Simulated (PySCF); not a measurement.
These are TPSSh-D3(BJ)/def2-TZVP // r2SCAN-D4/def2-SVP in PySCF values and carry that method's errors. Isolated molecules, 0 K electronic values unless said otherwise. 

Reference species: [Zr(Cl)2(F)2] (neutral, multiplicity 1).

```json
{
 "charge on the central atom (Mulliken)": "1.61 e",
 "LUMO": "-2.70 eV"
}
```

Changed species: [Zr(Cl)3(F)] (1 of 4 Cl replaced by F; the reference has 2 of 4 Cl replaced by F).

Q: What does the change do to the charge on the central atom (Mulliken) and LUMO?

A: the charge on the central atom (Mulliken) drops by 0.11 e, to 1.50 e; the LUMO falls by 0.26 eV, to -2.96 eV.
